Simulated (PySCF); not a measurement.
Species: CH₅Cl₂PPb.
Atom-mapped SMILES: `[CH3:1][Pb:2]([PH2:3])([Cl:4])[Cl:5]` (hydrogens: H6, H7, H8 on C1; H9, H10 on P3)

Method: PySCF 2.14.0, PBE0-D3(BJ)/def2-SVP geometry optimisation, gas phase, def2 core potentials past Kr.

Q: Give the optimised bond lengths and angles.

A: 
```tsv
bond	length (Å)
C1–Pb2	2.217
Pb2–P3	2.577
Pb2–Cl4, Pb2–Cl5	2.454
C1–H6, C1–H7, C1–H8	1.096
P3–H9, P3–H10	1.429
```

Bonds in one row agree within 0.01 Å and their mean is given. A selection of angles:
```tsv
angle	degrees
Pb2–C1–H6	109.5
Pb2–C1–H7	105.8
H6–C1–H7	112.0
C1–Pb2–P3	131.7
C1–Pb2–Cl4	104.2
P3–Pb2–Cl4	104.5
Cl4–Pb2–Cl5	104.0
Pb2–P3–H9	89.5
H9–P3–H10	93.2
```

P3 (three-coordinate phosphorus) is pyramidal (angles 93.2°, 89.5° and 89.2°, sum 271.9°, 0.92 Å off the plane of its three neighbours). Pb2 (lead bonded to C, 2 Cl and P) has angles from 104.0° to 131.7°.

Point group: near Cs, missed by 0.13 Å at most; the miss may be what the optimiser left on a soft mode. Not checked by PBE0-D3(BJ)/def2-SVP frequencies. One conformer, not necessarily the lowest (C1–Pb2–P3–H 131° and -136°).
